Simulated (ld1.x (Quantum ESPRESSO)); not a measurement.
nickel (Ni): excitation energies, all-electron against ultrasoft

```
Element                 : nickel (Ni)
Generator               : ld1.x (Quantum ESPRESSO) 7.5
Type                    : ultrasoft
Functional              : PBE
Relativity              : scalar-relativistic
Frozen core             : [Ar]
Valence charge          : 10
Reference configuration : 3d8 4s1.5 4p0.5
Partial waves           : 4s (bound): rcut 2.25, rcutus 2.40 bohr; 4s channel at 1.45 Ry: rcut 2.25, rcutus 2.40 bohr; 4p (bound): rcut 1.70, rcutus 2.20 bohr; 4p channel at 2.05 Ry: rcut 1.70, rcutus 2.20 bohr; 3d (bound): rcut 0.65, rcutus 0.75 bohr; 3d channel at 0.05 Ry: rcut 0.65, rcutus 0.75 bohr
Local potential         : all-electron potential smoothed inside 1.85 bohr (lloc = -1)
Core correction         : a·sin(br)/r model core inside 0.75 bohr
Augmentation charge     : PSQ, inside the norm-conserving radii
```

Energies are relative to the spin-unpolarised reference configuration 3d8 4s1.5 4p0.5; without spin polarisation the order of configurations can differ from experiment.

```json
{"valence configuration": "3d8 4s1 4p0", "charge": "+1", "ΔE all-electron (eV)": "7.070", "error AE − PS (meV)": "-2.9"}
{"valence configuration": "3d8 4s0 4p0", "charge": "+2", "ΔE all-electron (eV)": "24.421", "error AE − PS (meV)": "-42"}
{"valence configuration": "3d8 4s1.5 4p0", "charge": "+0.5", "ΔE all-electron (eV)": "1.465", "error AE − PS (meV)": "-0.1"}
{"valence configuration": "3d8 4s0 4p2", "charge": "0", "ΔE all-electron (eV)": "7.250", "error AE − PS (meV)": "-20"}
{"valence configuration": "3d6 4s0 4p0", "charge": "+4", "ΔE all-electron (eV)": "119.444", "error AE − PS (meV)": "-1081"}
{"valence configuration": "3d7 4s2 4p1", "charge": "0", "ΔE all-electron (eV)": "8.292", "error AE − PS (meV)": "-223"}
```

(1) What are ΔE and the potential's error for 3d8 4s2 4p0?

Levels in the configuration 3d8 4s0 4p2:

| level | all-electron (eV) | pseudo (eV) |
| --- | --- | --- |
| 3d | -12.444 | -12.387 |
| 4p | -2.818 | -2.820 |

Answers

(1) ΔE = -2.253 eV all-electron; the error (AE − PS) is -1.4 meV.
